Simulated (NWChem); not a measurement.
Species: C₂H₆ClSi cation

```xyz
10

C     -0.0083    -1.6168    -1.2431
Si     0.0000     0.0000    -0.4032
C      0.0083     1.6168    -1.2431
Cl     0.0000     0.0000     1.5884
H      0.5251    -1.5584    -2.2058
H     -1.0610    -1.8822    -1.4616
H      0.4168    -2.4097    -0.6099
H     -0.4168     2.4097    -0.6099
H      1.0610     1.8822    -1.4616
H     -0.5251     1.5584    -2.2058
```
Atoms are numbered in this order, from 1.

Level: PBE0/def2-SVP (NWChem), optimised geometry, unscaled harmonic frequencies. 

### Question
List the harmonic frequencies with IR intensities, and the thermochemistry.

### Answer
```csv
frequency (cm⁻¹),IR intensity (km/mol)
25,0.1
59,0.6
208,0.6
210,7.5
220,7.0
550,21.3
641,4.9
728,2.6
736,30.2
779,60.6
864,84.7
880,170.7
1261,65.1
1263,23.2
1379,13.2
1379,6.3
1388,0.9
1393,31.8
3036,65.1
3040,21.0
3139,0.5
3140,46.8
3189,35.1
3190,14.6
```

```
Property                                                                            Value
-----------------------------------------------------------------------  ----------------
zero-point energy                                                           46.7 kcal/mol
thermal correction to the enthalpy at 298.15 K (with zero-point energy)     51.7 kcal/mol
heat capacity Cv                                                         21.5 cal/(mol K)
entropy at 298.15 K and 1 atm (symmetry number 2)                        83.4 cal/(mol K)
```

Rigid rotor and harmonic oscillator; modes under 100 cm⁻¹ make the entropy uncertain.
